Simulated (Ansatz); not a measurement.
Compare A (`OCC1C[SiH2]1`) with its isomer B (`CO/C=C/[SiH3]`).

Isolated molecules relaxed with PBE0-D4/def2-TZVP in Ansatz; ΔE leaves out vibrations. CBS: MP2 limit from def2 TZ/QZ plus the TZ coupled-cluster correction, frozen cores. Functionals use def2-TZVPP. B3LYP here is the variant with VWN-RPA as its local correlation; programs differ in this. One conformer a species, not always the lowest.

(1) Which is lower in electronic energy at CCSD(T)/CBS, and by how much? (An estimate is asked.)

(2) Give E(B) − E(A) in kcal/mol with B2PLYP, MP2/def2-TZVPP, ωB97M-V, B3LYP-D4, B3LYP, PBE0-D4, r2SCAN-D4. (Best estimate.)

(3) Does the order hold for the free energy at 298.15 K (harmonic terms from PBE0-D4)? (Estimate.)

Largest T1 diagnostic: 0.013.

Results:

(1) Computed: B, by 5.9 kcal/mol.

(2) Computed: B2PLYP -9.1, MP2/def2-TZVPP -4.3, ωB97M-V -5.8, B3LYP-D4 -10.3, B3LYP -10.8, PBE0-D4 -4.1, r2SCAN-D4 -6.3. None reverses the order clearly.

(3) Ansatz gave: Yes: G(B) − G(A) = -7.8 kcal/mol, for one conformer each.

From PBE to PBE0 (25 % exact exchange), in def2-TZVPP and without D4, E(B) − E(A) moves by +1.2 kcal/mol. Leaving LDA and LC-ωPBE aside and taking each functional with its dispersion term where it has one, the values, not all of them listed here, spread over 8.1 kcal/mol, from BLYP-D4 to PBE-QIDH. LDA lies +3.5 kcal/mol from PBE without D4.
